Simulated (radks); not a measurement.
Values are calculated unless marked as measured or tabulated.
Neutral silver inside a hard spherical wall (all orbitals vanish at R), configuration held at [Kr] 4d10 5s1 and not refilled when levels cross. Level of theory: scalar-relativistic Kohn-Sham, PBE, spin-polarised, spherical densities, finite nucleus; open shells are filled with parallel spins first (spin-orbit coupling, left out, can overturn this in heavy ions); Fermi nuclear charge, rms radius 4.5454 fm (a radial shooting solver on a logarithmic mesh with Libxc functionals). Eigenvalues in eV for spin up, with the zero of energy where the potential of the charges vanishes at infinity; a dash marks a level that is unbound or too diffuse for the functional's potential to be trusted. A positive occupied level is held by the wall or, in an anion where self-interaction has pushed it up, behind a barrier. The pressure on the wall is -dE/dV.

\begin{tabular}{lrrrrrrrrr}
R (bohr) & E (hartree) & kinetic (hartree) & e(4s) & e(4p) & e(4d) & e(5s) & e(5p, empty) & e(6s, empty) & pressure (GPa) \\ \hline
free & -5315.93216 & 5522.434 & -95.002 & -58.531 & -7.504 & -4.734 & -0.973 & - & 0 \\
20 & -5315.93216 & 5522.434 & -95.002 & -58.531 & -7.504 & -4.734 & -0.973 & - & < 0.0001 \\
12 & -5315.93214 & 5522.434 & -94.998 & -58.528 & -7.501 & -4.731 & -0.914 & 0.811 & 0.000463 \\
10 & -5315.93192 & 5522.436 & -94.979 & -58.508 & -7.482 & -4.712 & -0.784 & 1.776 & 0.00646 \\
7 & -5315.92515 & 5522.482 & -94.689 & -58.218 & -7.208 & -4.380 & 0.196 & 6.922 & 0.376 \\
6 & -5315.91019 & 5522.566 & -94.271 & -57.803 & -6.821 & -3.840 & 1.303 & 11.760 & 1.67 \\
4 & -5315.65108 & 5523.761 & -90.367 & -54.000 & -3.281 & 2.041 & 10.258 & 43.290 & 58.9 \\
3.5 & -5315.33862 & 5525.079 & -87.237 & -50.995 & -0.371 & 7.442 & 17.538 & 65.366 & 177 \\
3 & -5314.57907 & 5528.143 & -81.619 & -45.627 & 5.117 & 18.513 & 31.663 & 104.40 & 614 \\
2.5 & -5312.48543 & 5536.330 & -70.966 & -35.315 & 16.473 & 43.720 & 61.985 & 179.91 & 2600 \\
\end{tabular}
